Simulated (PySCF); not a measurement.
CH6O3Sn, SMILES C[O][SnH]([OH])[OH].

Geometry: B3LYP-D3(BJ)/def2-SVP. The structure was generated by enumeration; whether it is a known compound was not checked. The def2 effective core potentials stand for the cores of Sn; spin–orbit coupling is left out. Other conformers were not sampled.

Vertical ionisation energy (IE) and electron affinity (EA) in eV. Rows of orbital energies are one-electron estimates. Where ΔSCF, EOM or ADC give a negative EA the extra electron is unbound and the value depends on the basis.

```csv
level,IE,EA
"−ε(HOMO), −ε(LUMO), r2SCAN/def2-TZVP (PySCF)",6.64,1.84
"−ε(HOMO), −ε(LUMO), PBE/def2-TZVP (PySCF)",6.29,2.13
```
